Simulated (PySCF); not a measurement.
# Name the molecule from its bond curve

A diatomic of charge 0 contains Nb. Its quintet curve at UHF-CCSD(T) in a triple-zeta basis (scalar-relativistic core potentials, PySCF), in eV from the separated fragments:

| R (Å) | E (eV) |
| --- | --- |
| 1.589 | -2.563 |
| 1.659 | -2.712 |
| 1.712 | -2.768 |
| 1.765 | -2.788 |
| 1.818 | -2.776 |
| 1.889 | -2.721 |
| 1.977 | -2.605 |
| 2.083 | -2.419 |

The fit gives ωe = 1725 cm⁻¹ and the rotational constant Bₑ = 5.401 cm⁻¹.

Problem. Which atom is the partner?

Solution. The minimum lies at 1.769 Å, so the reduced mass is 16.8576 u Å² cm⁻¹/(Bₑ·Re²) = 0.9974 u. With Nb at 92.91 u the partner weighs about 1.0 u: H. The molecule is NbH.

Correlated steps freeze no core orbitals. Spin–orbit coupling is left out. The state is the lowest single determinant that the PBE0 search found; with open d or f shells the true ground state can be another one.
